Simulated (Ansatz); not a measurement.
Steps of a relaxation of C3H9ClTi (`[CH3][Ti]([CH3])([CH3])[Cl]`) with RKS PBE-D4/def2-SVP.

```sh
$ ansatz run in.yaml --threads 4 --pin off --events-out ev --progress --plain --max-ram 11315MiB
```

```yaml
crystal:
  periodic: [false, false, false]
  atoms:
    - {symbol: C, position_ang: [-1.860800, 0.650900, -0.044400]}
    - {symbol: Ti, position_ang: [0.164800, 0.295900, -0.398100]}
    - {symbol: C, position_ang: [1.242300, 0.722700, 1.374500]}
    - {symbol: C, position_ang: [0.495400, -1.753500, -0.921600]}
    - {symbol: Cl, position_ang: [0.949300, 1.638600, -2.154900]}
    - {symbol: H, position_ang: [-2.514000, 0.208300, -0.839600]}
    - {symbol: H, position_ang: [-2.172000, 0.311700, 0.946400]}
    - {symbol: H, position_ang: [-2.048500, 1.807200, -0.103200]}
    - {symbol: H, position_ang: [2.283900, 0.273500, 1.359900]}
    - {symbol: H, position_ang: [0.737000, 0.306500, 2.286800]}
    - {symbol: H, position_ang: [1.371000, 1.819500, 1.526600]}
    - {symbol: H, position_ang: [0.234400, -2.388000, -0.013000]}
    - {symbol: H, position_ang: [1.414000, -1.906500, -1.275600]}
    - {symbol: H, position_ang: [-0.309900, -2.016000, -1.715100]}
basis:
  gaussian: {orbitals: def2-SVP}
hamiltonian: {xc: pbe, dispersion: d4}
relax: {f_tol: 0.03, max_steps: 200}
```

Positions (Å) and forces (eV/Å) along the path, 10 of 12 steps:

```xyz
14
step=1 energy=-38871.9443 eV
C    -1.861    0.651   -0.044    0.028    1.680   -0.958
Ti    0.165    0.296   -0.398    0.732    0.341   -0.764
C     1.242    0.723    1.375    0.294   -0.421   -0.008
C     0.495   -1.754   -0.922   -6.229    0.969    1.774
Cl    0.949    1.639   -2.155   -0.547   -0.906    1.202
H    -2.514    0.208   -0.840    0.218   -0.076    0.214
H    -2.172    0.312    0.946   -0.156   -0.288    0.558
H    -2.049    1.807   -0.103    0.411   -1.482    0.125
H     2.284    0.274    1.360   -0.595    0.174   -0.207
H     0.737    0.306    2.287   -0.041    0.077   -0.323
H     1.371    1.819    1.527   -0.127   -0.039   -0.145
H     0.234   -2.388   -0.013    0.406    0.447   -0.533
H     1.414   -1.907   -1.276    4.628   -0.864   -1.704
H    -0.310   -2.016   -1.715    0.977    0.387    0.769
14
step=2 energy=-38872.5178 eV
C    -1.805    0.631   -0.053   -0.157    0.636   -0.289
Ti    0.192    0.320   -0.414    0.027   -0.117    0.046
C     1.212    0.693    1.329    0.218   -0.096    0.182
C     0.442   -1.671   -0.871   -1.532    0.171    0.281
Cl    0.921    1.589   -2.062    0.013    0.031   -0.032
H    -2.431    0.155   -0.843    0.064    0.018    0.117
H    -2.100    0.264    0.949   -0.031   -0.090    0.111
H    -1.967    1.749   -0.099    0.049   -0.517    0.044
H     2.229    0.227    1.272   -0.228    0.111   -0.006
H     0.667    0.262    2.205    0.056    0.065   -0.164
H     1.326    1.791    1.467   -0.003   -0.055    0.004
H     0.201   -2.265    0.047    0.192    0.104   -0.190
H     1.434   -1.867   -1.246    0.972   -0.316   -0.330
H    -0.334   -1.909   -1.652    0.361    0.055    0.227
14
step=3 energy=-38872.5550 eV
C    -1.811    0.648   -0.061   -0.024    0.121   -0.022
Ti    0.190    0.324   -0.412    0.013   -0.013   -0.013
C     1.223    0.696    1.325    0.045    0.013    0.038
C     0.427   -1.665   -0.866   -0.226    0.051   -0.019
Cl    0.918    1.596   -2.059    0.007    0.012   -0.014
H    -2.431    0.176   -0.854    0.009   -0.022    0.011
H    -2.097    0.239    0.932    0.006   -0.024   -0.003
H    -1.994    1.747   -0.072   -0.002   -0.058    0.018
H     2.233    0.235    1.259   -0.021    0.008   -0.007
H     0.674    0.253    2.185   -0.005    0.003   -0.012
H     1.334    1.792    1.480   -0.008   -0.018    0.002
H     0.191   -2.247    0.052    0.054   -0.024    0.027
H     1.446   -1.900   -1.226    0.099   -0.042   -0.005
H    -0.317   -1.924   -1.653    0.051   -0.008   -0.001
14
step=4 energy=-38872.5584 eV
C    -1.810    0.658   -0.063    0.005    0.019    0.030
Ti    0.191    0.330   -0.420   -0.010    0.001    0.003
C     1.226    0.698    1.319   -0.003    0.013    0.000
C     0.415   -1.664   -0.862    0.010   -0.013   -0.037
Cl    0.920    1.602   -2.067    0.006    0.003   -0.010
H    -2.424    0.196   -0.866    0.001   -0.006   -0.006
H    -2.084    0.209    0.918    0.012    0.003   -0.029
H    -2.008    1.751   -0.037   -0.007   -0.009    0.007
H     2.236    0.241    1.247    0.010   -0.004    0.000
H     0.676    0.245    2.173   -0.002   -0.004    0.002
H     1.331    1.792    1.484   -0.002   -0.003    0.003
H     0.177   -2.240    0.061    0.004   -0.009    0.015
H     1.447   -1.904   -1.196   -0.036    0.017    0.021
H    -0.305   -1.944   -1.662    0.012   -0.008    0.001
14
step=5 energy=-38872.5597 eV
C    -1.807    0.665   -0.062   -0.002   -0.001    0.000
Ti    0.190    0.333   -0.427   -0.001   -0.005    0.000
C     1.227    0.701    1.312   -0.001    0.001    0.000
C     0.405   -1.667   -0.857    0.000    0.001    0.004
Cl    0.925    1.591   -2.081    0.000    0.000   -0.001
H    -2.417    0.229   -0.882    0.001    0.004   -0.002
H    -2.078    0.175    0.899    0.002   -0.002   -0.002
H    -2.013    1.755    0.007   -0.001    0.002    0.004
H     2.244    0.258    1.237    0.001    0.002   -0.001
H     0.683    0.231    2.162    0.001   -0.001   -0.003
H     1.315    1.794    1.489    0.000    0.000    0.001
H     0.161   -2.238    0.067   -0.002    0.000    0.000
H     1.447   -1.896   -1.168    0.001    0.000    0.002
H    -0.295   -1.961   -1.668    0.001   -0.001   -0.002
14
step=6 energy=-38872.5602 eV
C    -1.805    0.672   -0.062   -0.055   -0.009    0.020
Ti    0.188    0.331   -0.433    0.008    0.008    0.001
C     1.230    0.706    1.302    0.003    0.000    0.010
C     0.398   -1.673   -0.846    0.022   -0.007    0.006
Cl    0.922    1.581   -2.095    0.000   -0.003   -0.002
H    -2.413    0.288   -0.913    0.026    0.031    0.050
H    -2.082    0.121    0.867    0.009    0.039   -0.060
H    -2.007    1.758    0.075    0.013   -0.067   -0.008
H     2.259    0.292    1.215   -0.018    0.010    0.002
H     0.703    0.209    2.147    0.011    0.007   -0.012
H     1.289    1.799    1.494   -0.001   -0.016   -0.002
H     0.132   -2.237    0.076   -0.005    0.005   -0.016
H     1.450   -1.900   -1.125   -0.016   -0.002    0.001
H    -0.276   -1.977   -1.675    0.003    0.004    0.010
14
step=7 energy=-38872.5606 eV
C    -1.803    0.670   -0.061   -0.040   -0.009    0.014
Ti    0.191    0.332   -0.435   -0.006   -0.015    0.010
C     1.229    0.709    1.301    0.005    0.003    0.003
C     0.398   -1.673   -0.844    0.028   -0.009    0.003
Cl    0.924    1.573   -2.104    0.000    0.005   -0.003
H    -2.413    0.304   -0.916    0.017    0.019    0.027
H    -2.085    0.107    0.859    0.012    0.026   -0.042
H    -1.999    1.754    0.094    0.009   -0.035   -0.004
H     2.260    0.304    1.212   -0.007    0.006    0.002
H     0.707    0.205    2.145    0.005    0.004   -0.010
H     1.280    1.802    1.497    0.000   -0.008   -0.001
H     0.122   -2.235    0.076   -0.005    0.004   -0.007
H     1.449   -1.907   -1.117   -0.020    0.003    0.002
H    -0.274   -1.974   -1.676    0.001    0.005    0.005
14
step=8 energy=-38872.5613 eV
C    -1.803    0.668   -0.062   -0.026    0.005   -0.001
Ti    0.191    0.324   -0.434    0.002    0.018   -0.016
C     1.232    0.718    1.296    0.005    0.000    0.001
C     0.399   -1.681   -0.837    0.007   -0.012    0.000
Cl    0.917    1.564   -2.106   -0.002   -0.006    0.004
H    -2.417    0.355   -0.935    0.018    0.007    0.016
H    -2.102    0.073    0.830    0.005    0.005   -0.009
H    -1.978    1.748    0.139    0.007   -0.020   -0.001
H     2.273    0.339    1.199   -0.005    0.002    0.001
H     0.727    0.196    2.139    0.000   -0.001    0.003
H     1.258    1.810    1.499   -0.003   -0.006   -0.002
H     0.102   -2.244    0.076    0.001    0.001   -0.002
H     1.452   -1.927   -1.096   -0.011    0.006    0.003
H    -0.264   -1.972   -1.680    0.003    0.001    0.003
14
step=10 energy=-38872.5617 eV
C    -1.801    0.670   -0.061   -0.026    0.012   -0.001
Ti    0.191    0.322   -0.438    0.003    0.002   -0.009
C     1.231    0.724    1.290    0.007    0.001    0.003
C     0.397   -1.686   -0.829   -0.008   -0.006    0.003
Cl    0.917    1.547   -2.122   -0.002   -0.001    0.004
H    -2.413    0.414   -0.953    0.017    0.008    0.026
H    -2.112    0.031    0.797    0.006    0.014   -0.020
H    -1.960    1.740    0.198    0.004   -0.033   -0.005
H     2.280    0.370    1.188   -0.009    0.004    0.002
H     0.740    0.183    2.129    0.002    0.003   -0.004
H     1.231    1.815    1.502   -0.001   -0.008   -0.001
H     0.089   -2.246    0.083    0.002    0.001   -0.004
H     1.452   -1.934   -1.075    0.000    0.002    0.000
H    -0.256   -1.979   -1.679    0.004    0.001    0.005
14
step=12 energy=-38872.5619 eV
C    -1.799    0.672   -0.062   -0.008    0.001    0.001
Ti    0.191    0.319   -0.442   -0.002    0.001   -0.002
C     1.230    0.729    1.285   -0.001    0.001    0.000
C     0.396   -1.692   -0.822    0.004    0.003   -0.001
Cl    0.917    1.537   -2.130    0.001    0.000   -0.001
H    -2.410    0.465   -0.968    0.007    0.004    0.014
H    -2.121   -0.002    0.763    0.001    0.009   -0.011
H    -1.947    1.730    0.246    0.000   -0.014   -0.003
H     2.284    0.390    1.183    0.001    0.000    0.000
H     0.746    0.179    2.122    0.000    0.000    0.001
H     1.215    1.819    1.501    0.000   -0.001    0.000
H     0.092   -2.250    0.092   -0.001   -0.002    0.003
H     1.451   -1.936   -1.071    0.000   -0.001    0.000
H    -0.259   -1.988   -1.669   -0.002    0.000    0.000
```

Hardware: 4 threads of an Arm Neoverse V1 on a shared host. Wall time 30 s, peak host memory 0.21 GiB.
